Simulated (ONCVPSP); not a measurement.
# Pseudopotential generation for Zr: ONCV, PBE, fully relativistic.

```
Element                 : Zr (Z = 40)
Generator               : ONCVPSP 4.0.1
Type                    : optimised norm-conserving Vanderbilt (ONCV)
Functional              : PBE
Relativity              : fully relativistic
Frozen core             : [Ar] 3d10
Valence charge          : 12
Reference configuration : 4s2 4p6 4d2 5s2
Partial waves           : 4s+5s: rc 1.60 bohr, ncon 4, nbas 8, qcut 6.9 1/bohr, 2 projectors; 4p: rc 2.30 bohr, ncon 4, nbas 7, qcut 6.8 1/bohr, 2 projectors, debl 1.2 Ha; 4d: rc 1.75 bohr, ncon 3, nbas 6, qcut 4.8 1/bohr, 2 projectors, debl 3.2 Ha
Local potential         : polynomial inside 1.10 bohr (lpopt 5, dvloc0 0 Ha)
Core correction         : Teter function, parameters optimised by the program
```

Open shells are filled in proportion to 2j + 1.

Results:

- Cutoffs needed: 19 Ha and 43 Ha (the cutoffs (Ha) at which the residual kinetic energy of the hardest occupied pseudo-wave falls to 1 and 0.1 mHa per electron)
- Ghost test: no bound ghost flagged; GHOST(+) flagged for d5/2 at 101.3 eV, s at 148.6 eV, d3/2 at 204.9 eV
- Largest excitation error: -416 meV (all-electron minus pseudo) for 4s2 4p6 4d1 5s0, out of 4 test configurations
- rms error of d²Exc/dni dnj: 5.94 mHa without and 0.52 mHa with the model core

Generation and tests took about 6.4 s on one core of a shared server CPU.
